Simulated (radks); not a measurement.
Species: K+. Configuration: [Ar].

Calculated with a radial shooting solver on a logarithmic mesh with Libxc functionals: non-relativistic Kohn-Sham, exchange-only B88, spin-unpolarised, spherical densities, point nucleus.

Energy parts (eV):
total: -16299.477
kinetic: 16299.477
electron-nucleus: -38604.970
Hartree: 6891.111
exchange: -885.096

Orbitals (lengths in bohr, moments of r in powers of bohr):
| orbital | occ. | eigenvalue (eV) | <r> | <r^2> |
|---|---|---|---|---|
| 1s | 2 | -3511.717 | 0.08155 | 0.008931 |
| 2s | 2 | -355.4243 | 0.3902 | 0.1805 |
| 2p | 6 | -285.0511 | 0.3514 | 0.1531 |
| 3s | 2 | -39.9374 | 1.275 | 1.882 |
| 3p | 6 | -23.7747 | 1.433 | 2.441 |

The highest occupied level is 3p at -23.775 eV. Virial ratio -V/T = 2.00000.
